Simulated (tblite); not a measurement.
Parent: `[Cl:1][SiH2:2][CH2:3][CH:4]1[CH2:5][CH2:6]1` with Cl1–Si2–C3–C4 62°, Si2–C3–C4–C5 82°, C4H9ClSi.

Computed geometry: GFN2-xTB, gas phase. One conformer each, not checked by frequencies here.

```tsv
coordinate of the parent	value
Cl1–Si2	2.018 Å
Si2–C3	1.905 Å
C3–C4	1.512 Å
C4–C5	1.497 Å
C5–C6	1.500 Å
C4–C6	1.499 Å
Cl1–Si2–C3	108.6°
Si2–C3–C4	112.6°
C3–C4–C5	119.8°
C3–C4–C6	120.1°
C5–C4–C6	60.1°
C4–C5–C6	60.0°
C4–C6–C5	59.9°
```

Q: How does the shared frame change in `[CH3:1][O:2][Si@@H:3]([Cl:4])[CH2:5][CH:6]1[CH2:7][CH2:8]1` with C1–O2–Si3–Cl4 53°, O2–Si3–C5–C6 61°, Si3–C5–C6–C7 152°, C5H11ClOSi? Atoms pair as Cl1 = Cl4, Si2 = Si3, C3 = C5, C4 = C6, C5 = C8, C6 = C7 (parent first).

A: 
```
    parent    relative  value in the relative  change
   Cl1–Si2     Cl4–Si3                2.028 Å  +0.010
    Si2–C3      Si3–C5                1.894 Å  -0.011
     C3–C4       C5–C6                1.510 Å  -0.002
     C4–C5       C6–C8                1.497 Å   0.000
     C5–C6       C8–C7                1.500 Å   0.000
     C4–C6       C6–C7                1.498 Å  -0.001
Cl1–Si2–C3  Cl4–Si3–C5                 111.4°    +2.8
 Si2–C3–C4   Si3–C5–C6                 112.2°    -0.4
  C3–C4–C5    C5–C6–C8                 119.7°    -0.1
  C3–C4–C6    C5–C6–C7                 120.2°    +0.1
  C5–C4–C6    C8–C6–C7                  60.1°     0.0
  C4–C5–C6    C6–C8–C7                  60.0°     0.0
  C4–C6–C5    C6–C7–C8                  59.9°     0.0
```

Of the parent's bonds, Cl1–Si2 and Si2–C3 change most and about equally (-0.011 to +0.010 Å). Bonds of the relative outside the shared frame: C1–O2 1.401, O2–Si3 1.618 Å. Point group C1 → C1.

Q: How does the shared frame change in `[CH3:1][S:2][Si@@H:3]([Cl:4])[CH2:5][CH:6]1[CH2:7][CH2:8]1` with C1–S2–Si3–Cl4 47°, S2–Si3–C5–C6 -176°, Si3–C5–C6–C7 -154°, C5H11ClSSi? Atoms pair as Cl1 = Cl4, Si2 = Si3, C3 = C5, C4 = C6, C5 = C8, C6 = C7 (parent first).

A: 
```json
{"parent": "Cl1–Si2", "relative": "Cl4–Si3", "value in the relative": "2.026 Å", "change": "+0.008"}
{"parent": "Si2–C3", "relative": "Si3–C5", "value in the relative": "1.895 Å", "change": "-0.010"}
{"parent": "C3–C4", "relative": "C5–C6", "value in the relative": "1.509 Å", "change": "-0.003"}
{"parent": "C4–C5", "relative": "C6–C8", "value in the relative": "1.497 Å", "change": "0.000"}
{"parent": "C5–C6", "relative": "C8–C7", "value in the relative": "1.500 Å", "change": "0.000"}
{"parent": "C4–C6", "relative": "C6–C7", "value in the relative": "1.498 Å", "change": "-0.001"}
{"parent": "Cl1–Si2–C3", "relative": "Cl4–Si3–C5", "value in the relative": "110.2°", "change": "+1.6"}
{"parent": "Si2–C3–C4", "relative": "Si3–C5–C6", "value in the relative": "111.5°", "change": "-1.1"}
{"parent": "C3–C4–C5", "relative": "C5–C6–C8", "value in the relative": "119.7°", "change": "-0.1"}
{"parent": "C3–C4–C6", "relative": "C5–C6–C7", "value in the relative": "120.1°", "change": "0.0"}
{"parent": "C5–C4–C6", "relative": "C8–C6–C7", "value in the relative": "60.1°", "change": "0.0"}
{"parent": "C4–C5–C6", "relative": "C6–C8–C7", "value in the relative": "60.0°", "change": "0.0"}
{"parent": "C4–C6–C5", "relative": "C6–C7–C8", "value in the relative": "59.9°", "change": "0.0"}
```

Of the parent's bonds, Si2–C3 changes most (-0.010 Å). Bonds of the relative outside the shared frame: C1–S2 1.820, S2–Si3 2.151 Å. Point group C1 → C1.
